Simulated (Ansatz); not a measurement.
Mulliken charges of CH$_{5}$ClSeSn (`C[Se][SnH2][Cl]`) from PBE/def2-TZVPP in Ansatz (PBE0-D4/def2-TZVP geometry).

| atom | x (Å) | y (Å) | z (Å) | charge (e) |
| --- | --- | --- | --- | --- |
| C1 | -0.973 | 0.663 | -1.206 | -0.354 |
| Se2 | -0.683 | -1.225 | -0.765 | -0.205 |
| Sn3 | 0.790 | -0.815 | 1.214 | 0.699 |
| Cl4 | 2.634 | 0.421 | 0.466 | -0.367 |
| H5 | -1.576 | 0.668 | -2.113 | 0.134 |
| H6 | -0.021 | 1.152 | -1.398 | 0.147 |
| H7 | -1.514 | 1.166 | -0.407 | 0.139 |
| H8 | 0.054 | 0.209 | 2.360 | -0.100 |
| H9 | 1.377 | -2.285 | 1.833 | -0.093 |

Question: By hand: the dipole of these point charges (1 e Å = 4.8032 D).

Answer: Σ q r = (-0.488, -0.095, 0.310) e Å, of length 0.586 e Å = 2.81 D.

Question: How does the dipole of the full density compare? (Estimate.)

Answer: Ansatz gave: (-0.389, 0.021, 0.110) e Å, 1.94 D; the point charges give 1.45 times that, at 21° from its direction.

Point charges leave out the atoms' own dipoles, such as those of lone pairs, and Mulliken's split depends on the basis, so the two needn't agree.
